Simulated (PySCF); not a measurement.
Geometry (Å), atoms numbered from 1 in this order:
```xyz
21

C     4.0063    0.1731   -0.0337
C     2.8327    0.3029    0.8769
C     1.5307    0.1888    0.5542
P     0.9754   -0.1495   -1.1333
C    -0.7061   -0.2264   -0.9651
F    -1.3766   -0.4677   -2.1065
C    -1.6569   -0.0829    0.1806
C    -2.4611   -1.3730    0.3622
C    -2.5698    1.1258   -0.0434
H     4.6272    1.0836   -0.0004
H     4.6561   -0.6585    0.2866
H     3.7129   -0.0057   -1.0780
H     3.0711    0.5132    1.9274
H     0.7989    0.3161    1.3582
H    -1.0682    0.0895    1.0923
H    -3.1660   -1.2704    1.2011
H    -1.7997   -2.2272    0.5680
H    -3.0397   -1.5999   -0.5456
H    -3.2701    1.2383    0.7979
H    -3.1582    1.0011   -0.9647
H    -1.9851    2.0528   -0.1345
```

Method: NMR shieldings at HF/pcSseg-1/GIAO, geometry from PBE0-D3(BJ)/def2-SVP, in PySCF (averaged over atoms made equivalent by symmetry, fast rotation or ring inversion, relativity neglected, one computed conformer, no solvent).

References, each an isolated molecule treated in the same way: ¹³C (σ = 190.85 ppm), ¹H (σ = 31.69 ppm) against TMS; H3PO4 for ³¹P (σ = 356.22 ppm); ¹⁹F (σ = 246.35 ppm) against CFCl3.

```tsv
atoms	nucleus	count	δ (ppm)
C2	¹³C	1	153.9
P4	³¹P	1	?
C1	¹³C	1	16.5
H14	¹H	1	6.38
H13	¹H	1	?
H15	¹H	1	3.05
H16/H17/H18/H19/H20/H21	¹H	6	1.17
C8/C9	¹³C	2	20.3
C3	¹³C	1	?
F6	¹⁹F	1	-61.5
H10/H11/H12	¹H	3	?
C5	¹³C	1	244.8
C7	¹³C	1	31.0
```

Fill in the missing shifts.

Answers


- C3: 132.5 ppm, alkene CH; the olefinic region
- H13: 6.47 ppm, hydrogen on an alkene CH; olefinic region
- H10/H11/H12: 2.10 ppm, hydrogen on an allylic methyl carbon; allylic position
- P4: 151.6 ppm, phosphorus bonded to 2 C

Shifts are as computed. Against solution values, carbons near 30 ppm lie about -0 ppm off and those near 130 ppm about +7 ppm (rms about the fit 1.9 ppm; single classes can miss by 10 ppm). Of 1328 compounds with measured shifts, 309 miss one by over three times the rms of a fit or turn the order of signals round; such compounds aren't used in these exercises. Signals without a measured value on file couldn't be tested in this way. Unscaled 19F shifts against computed CFCl3 carry errors that often reach 10 to 50 ppm. Experimental scales use liquid or dissolved standards, which lie at an offset from isolated H3PO4.
